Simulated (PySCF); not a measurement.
**C9: core ionisation energies**

Species: nonacarbon, C9 (singlet state).
Numbering: `[C:1]=[C:2]=[C:3]=[C:4]=[C:5]=[C:6]=[C:7]=[C:8]=[C:9]`

Method used: PySCF, delta-SCF UKS SCAN, pcX-2 on the ionised atom, pcseg-1 elsewhere, spin-free X2C. Binding energies are ΔSCF values: E(core-ionised, relaxed orbitals) − E(ground state) at a fixed geometry, referred to the vacuum level.

Give the core binding energies atom by atom.

```
atom(s)                               environment  level  binding energy (eV)  above the level's lowest (eV)  count
     C5  central carbon of cumulated double bonds   C 1s               292.90                          +0.93      1
  C4/C6  central carbon of cumulated double bonds   C 1s               291.97                           0.00      2
```

Lowest listed C 1s: C4/C6, bonded to 2 C (double bond). Highest, 0.93 eV above it: C5, bonded to 2 C (double bond). Summing the Pauling electronegativity differences to the bonded atoms, each weighted by its formal bond order, gives 0.00 for the lowest site and 0.00 for the highest; the sum is the same at every site.

Which photon wavelength matches the C 1s of C4/C6 threshold?

λ = hc/E = 12398.42 eV Å / 291.97 eV = 42.465 Å.

Which photon energy gives electrons from C 1s of C4/C6 a kinetic energy of 100 eV, and what is their de Broglie wavelength?

hν = 291.97 + 100 = 391.97 eV, recoil neglected; λ = 12.264 Å/√(E/eV) = 1.23 Å.

Atoms equivalent by their bonding share one computed value, that of the first of them. The list is incomplete; no value stands for C 1s of C1, C2, C3, C7, C8, C9 (hole states with ⟨S²⟩ of 1 or more are left out). The unrestricted hole states depart most from a pure doublet (⟨S²⟩ = 0.75; over 0.85 named) for C 1s of C5 (0.88), which makes this value less certain. Isolated species at its PBE0-D3(BJ)/def2-SVP geometry, gas phase.
